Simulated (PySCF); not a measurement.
Static response to an electric field

Compound: dichloromaleic anhydride, C4Cl2O3.
Cartesian coordinates in Å at the GFN2-xTB level; atoms count from 1:
```
atom  x, y, z in Å
O1     2.257   -1.126    0.006
C2     1.147   -0.710    0.002
O3     0.033   -1.511   -0.003
C4    -1.113   -0.757   -0.007
O5    -2.205   -1.218   -0.011
C6    -0.687    0.677   -0.006
Cl7   -1.806    1.936   -0.013
C8     0.662    0.705    0.001
Cl9    1.726    2.010    0.007
```

Level: PBE0/def2-SVPD (PySCF), static field, nuclei fixed, core orbitals frozen in the response. The polarisability tensor in these axes (au):

```
x   116.68   0.65   0.31
y     0.65  85.62   0.01
z     0.31   0.01  48.78
```

Task: Diagonalise the tensor; give its mean and Δα, where Δα² is half the sum of the squared differences of the eigenvalues.

Result: Principal values 48.77, 85.61 and 116.70 au; mean 83.69 au = 12.40 Å³ = 13.80 × 10⁻⁴⁰ C²·m²/J; Δα = 58.89 au (70 % of the mean).

Task: What is the dipole moment, and where does it point?

Result: (-0.06, 2.90, 0.00) D, 2.90 D in size, pointing from the negative to the positive side. Measured along this direction, the outermost atoms are O3 at the negative end and Cl9 and Cl7 at the positive end.

Task: Give the principal axes and the span of the nuclei along them.

Result: Largest value along (1.00, 0.02, 0.00), where the nuclei span 4.46 Å; middle along (-0.02, 1.00, 0.00), 3.49 Å; least along (0.00, 0.00, 1.00), 0.00 Å. The response follows the extents in order.

Task: How large is μ²/3kT at 273 K beside α?

Result: In Gaussian units μ²/3kT = 74.32 Å³ against 12.40 Å³, a ratio of 5.99; the Debye molar polarisation (4π/3)N_A(α + μ²/3kT) is 218.8 cm³/mol, leaving out the vibrational part.

Task: Rayleigh depolarisation ratio (linearly polarised light, static tensor)?

Result: ρ = 3Δα²/(45ᾱ² + 4Δα²) = 10405.2/(315213 + 13873.6) = 0.0316.

Task: Traceless (Buckingham) quadrupole moment about the centre of nuclear charge: eigenvalues?

Result: -7.21, -1.08, 8.29 D·Å. The values depend on the origin, since the dipole doesn't vanish. The electronic extent ⟨r²⟩ about the same centre is 1490 bohr², a root-mean-square distance of 2.26 Å for the 82 electrons.

Task: Find the Langevin capture rate constant for NH4+ (18.034 u) meeting this molecule (165.922 u), k = 2.342 × 10⁻⁹ cm³/s × √(α in Å³ / reduced mass in u).

Result: The reduced mass is 16.27 u, so k = 2.04 × 10⁻⁹ cm³/s. The formula leaves out the permanent dipole, which adds to the capture rate.

Isolated species at its GFN2-xTB geometry, gas phase.
